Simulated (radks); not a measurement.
The krypton ion Kr3+, 33 electrons, occupied as [Ar] 3d10 4s2 4p2 4d1 (not the ground configuration).

Calculated with a radial shooting solver on a logarithmic mesh with Libxc functionals: scalar-relativistic Kohn-Sham, PBE, spin-polarised, spherical densities, finite nucleus; open shells are filled with parallel spins first; Fermi nuclear charge, rms radius 4.1884 fm.

Energy parts (Ry):
total: -5573.46200
kinetic: 5701.20468
electron-nucleus: -13340.36183
Hartree: 2256.06459
exchange-correlation: -190.36945

Orbitals (lengths in bohr, moments of r in powers of bohr; <r^-3> diverges for s and p1/2):
1s up: occ. 1; eigenvalue (Ry) -1043.951; <1/r> 36.76; <r^2> 0.002318
1s down: occ. 1; eigenvalue (Ry) -1043.937; <1/r> 36.76; <r^2> 0.002318
2s up: occ. 1; eigenvalue (Ry) -140.2852; <1/r> 8.165; <r^2> 0.03970
2s down: occ. 1; eigenvalue (Ry) -140.2718; <1/r> 8.165; <r^2> 0.03970
2p up: occ. 3; eigenvalue (Ry) -124.4225; <1/r> 7.985; <r^-3> 1496; <r^2> 0.03136
2p down: occ. 3; eigenvalue (Ry) -124.4049; <1/r> 7.985; <r^-3> 1496; <r^2> 0.03136
3s up: occ. 1; eigenvalue (Ry) -22.61940; <1/r> 2.702; <r^2> 0.3228
3s down: occ. 1; eigenvalue (Ry) -22.59647; <1/r> 2.702; <r^2> 0.3225
3p up: occ. 3; eigenvalue (Ry) -17.56436; <1/r> 2.549; <r^-3> 222.3; <r^2> 0.3411
3p down: occ. 3; eigenvalue (Ry) -17.53855; <1/r> 2.550; <r^-3> 222.3; <r^2> 0.3404
3d up: occ. 5; eigenvalue (Ry) -9.19504; <1/r> 2.277; <r^-3> 27.03; <r^2> 0.3770
3d down: occ. 5; eigenvalue (Ry) -9.16212; <1/r> 2.281; <r^-3> 27.12; <r^2> 0.3733
4s up: occ. 1; eigenvalue (Ry) -4.59685; <1/r> 0.9164; <r^2> 2.388
4s down: occ. 1; eigenvalue (Ry) -4.35646; <1/r> 0.9264; <r^2> 2.370
4p up: occ. 2; eigenvalue (Ry) -3.42209; <1/r> 0.8027; <r^-3> 25.92; <r^2> 3.050
4p down: occ. 0; eigenvalue (Ry) -3.17158; <1/r> 0.8055; <r^-3> 26.40; <r^2> 3.077
4d up: occ. 1; eigenvalue (Ry) -1.81161; <1/r> 0.5804; <r^-3> 2.012; <r^2> 5.744
4d down: occ. 0; eigenvalue (Ry) -1.58866; <1/r> 0.5608; <r^-3> 1.851; <r^2> 6.168
5s up: occ. 0; eigenvalue (Ry) -1.59347; <1/r> 0.4007; <r^2> 12.17
5p up: occ. 0; eigenvalue (Ry) -1.26861; <1/r> 0.3484; <r^-3> 5.915; <r^2> 16.03

The highest occupied level is 4d up at -24.648 eV. The configuration is held as typed, so some empty levels lie below it. Summed over all electrons, <r^2> = 23.32 bohr^2, which gives a Langevin (diamagnetic) susceptibility term of -18.5 x 10^-6 cm^3/mol.
